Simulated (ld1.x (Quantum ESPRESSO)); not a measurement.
**Varying the RRKJ potential for tungsten (W)**

Base potential:

* Element: W (Z = 74)
* Generator: ld1.x (Quantum ESPRESSO) 7.5
* Type: norm-conserving RRKJ (Kleinman–Bylander form)
* Functional: PBE
* Relativity: scalar-relativistic
* Frozen core: [Kr] 4d10 4f14 5s2
* Valence charge: 12
* Reference configuration: 5p6 5d4 6s2 6p0
* Partial waves: 5p (bound): rc 2.10 bohr; 5d (bound): rc 2.70 bohr; 6s (bound): rc 2.75 bohr
* Local potential: the s channel
* Core correction: Bessel-smoothed model core, default radius (core density twice the valence density)

All-electron outer shells of the reference configuration (PBE, scalar-relativistic, ld1.x):

| shell | level (eV) | outermost node (bohr) | outermost maximum (bohr) |
| --- | --- | --- | --- |
| 5s | -79.07 | 0.53 | 0.96 |
| 5p | -43.20 | 0.57 | 1.09 |
| 4f | -33.21 | – | 0.43 |
| 6s | -5.71 | 1.28 | 2.67 |
| 5d | -4.48 | 0.63 | 1.49 |
| 6p | -1.36 | 1.54 | 3.75 |

Cutoffs, loose and tight: the cutoffs (Ry, on a coarse ladder) from which the occupation-weighted sum of valence levels, in a spherical-Bessel basis at the reference potential, stays within 10 and 1 mRy of its value at 400 Ry. They do not see the model core or the augmentation charge, which bear on the density cutoff. Test errors are all-electron minus pseudo excitation energies from the reference, over the configurations 5p6 5d4 6s1 6p0; 5p6 5d4 6s0 6p0; 5p6 5d3 6s0 6p0; 5p6 5d4.5 6s1.5 6p0; 5p6 5d4 6s0 6p1; 5p6 5d5 6s1 6p0; 5p6 5d5 6s0 6p0. A dash means not determined; rows that change the core or the reference have their own tests.

```tsv
change	outcome	cutoff, loose	cutoff, tight	bound ghosts	largest test error (meV)
base	generated	25 Ry	30 Ry	none	-851
wave 5d (bound): rc 2.70 bohr becomes 5d (bound): rc 2.36 bohr	generated	25 Ry	30 Ry	none	-851
wave 5d (bound): rc 2.70 bohr becomes 5d (bound): rc 2.80 bohr	generated	25 Ry	30 Ry	none	-852
wave 5d (bound): rc 2.70 bohr becomes 5d (bound): rc 3.06 bohr	generated	25 Ry	30 Ry	none	-859
wave 5d (bound): rc 2.70 bohr becomes 5d (bound): rc 3.34 bohr	generated	25 Ry	30 Ry	none	-873
wave 5d (bound): rc 2.70 bohr becomes 5d (bound): rc 3.78 bohr	generated	25 Ry	30 Ry	none	-918
wave 5d (bound): rc 2.70 bohr becomes 5d (bound): rc 4.08 bohr	generated	25 Ry	30 Ry	none	-960
```

**Question.** What comes out with this change to the base: wave 5d (bound): rc 2.70 bohr becomes 5d (bound): rc 1.84 bohr?

**Answer.** outcome: generated; cutoff, loose: 30 Ry; cutoff, tight: 45 Ry; bound ghosts: none; largest test error (meV): -852.

**Question.** What comes out with this change to the base: wave 5d (bound): rc 2.70 bohr becomes 5d (bound): rc 2.14 bohr?

**Answer.** outcome: generated; cutoff, loose: 30 Ry; cutoff, tight: 35 Ry; bound ghosts: none; largest test error (meV): -852.

Reading the sweep of the d radius (base included, trends over the rows without a ghost): The loose cutoff stays near 25 Ry. The median size of the test errors (rows with all tests solved) is not monotonic: lowest 14.5 meV at 3.06 bohr, highest 96.4 meV at 4.08 bohr.
